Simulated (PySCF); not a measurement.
**Telling isomers of C₆H₇NO apart by NMR**

How the numbers were obtained: coordinates at the GFN2-xTB level, shielding tensors at PBE0/pcSseg-1 (GIAO), in PySCF (single conformer, no solvent, fast rotation and ring inversion assumed for equivalent nuclei, non-relativistic Hamiltonian).

Chemical shifts δ = σref − σ; ¹H (31.72 ppm), ¹³C (186.93 ppm) against TMS, all at this level. Where no couplings were computed, multiplicities follow the n + 1 count of equivalent neighbours, and m marks all less simple cases (inequivalent or close neighbours, rings, F or P nearby). Shifts are as computed. Against solution values, carbons near 30 ppm lie about +3 ppm off and those near 130 ppm about +5 ppm. Of 1211 compounds with measured shifts, 218 miss one by over three times the rms of a fit or turn the order of signals round; such compounds aren't used in these exercises. OH and NH positions are gas-phase values without hydrogen bonding to other molecules.

(1) Tabulate the signals of `Cc1cc[n+]([O-])cc1`, `Nc1ccc(O)cc1` and their relative energies.

(2) What is the quickest way to tell Cc1cc[n+]([O-])cc1 from Nc1ccc(O)cc1?

Answers

(1) 
```json
{"SMILES": "Cc1cc[n+]([O-])cc1", "carbon types": "1×C 4×CH 1×CH3", "δC": "144.0, 134.3, 133.0, 22.3", "δH": "8.21 (d, 2H), 7.15 (d, 2H), 2.36 (s, 3H)", "E rel. (kcal/mol)": "38.0"}
{"SMILES": "Nc1ccc(O)cc1", "carbon types": "2×C 4×CH", "δC": "155.0, 145.4, 119.5, 117.6", "δH": "6.78 (m, 2H), 6.63 (m, 2H), 3.61 (br s, 1H), 3.09 (br s, 2H)", "E rel. (kcal/mol)": "0.0"}
```

Energies are electronic energies at PBE0/pcSseg-1 on these geometries, without zero-point or thermal terms, each for the one conformer computed, which needn't be the lowest.

(2) Both give the same number of carbon signals, but DEPT or the intensities differ. The first has a methyl carbon on an aromatic ring (CH3) at 22.3 ppm, the second an aromatic carbon bearing oxygen (C) at 155.0 ppm. Their most deshielded carbons lie at 144.0 and 155.0 ppm. In the proton spectra the most deshielded non-exchanging signals are 8.21 (d, 2H) and 6.78 (m, 2H).
